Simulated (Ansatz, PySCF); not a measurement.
This singlet lies 0.63 eV below the relaxed triplet at the level B3LYP/cc-pVTZ // PBE0-D3(BJ)/def2-TZVP (Ansatz, a first-principles code).

Cartesian coordinates (Å):
```xyz
6

C      1.7047     0.0281    -0.0694
C      0.4945     0.0155    -0.0390
C     -0.8949     0.0144    -0.2680
O     -1.5673    -0.0496     0.8557
H      2.7696     0.0384    -0.0823
H     -2.5066    -0.0468     0.6329
```
Charge 0, multiplicity 1.

Problem. Estimate the dipole moment, total energy, HOMO, HOMO–LUMO gap and LUMO that PBE-D3(BJ)/def2-TZVP // PBE0-D3(BJ)/def2-TZVP run with PySCF returns for this input.

Solution. 
```
Item                 Result
-------------  ------------
dipole moment        1.11 D
total energy   -190.4298 Ha
HOMO               -5.03 eV
HOMO–LUMO gap       1.65 eV
LUMO               -3.38 eV
```
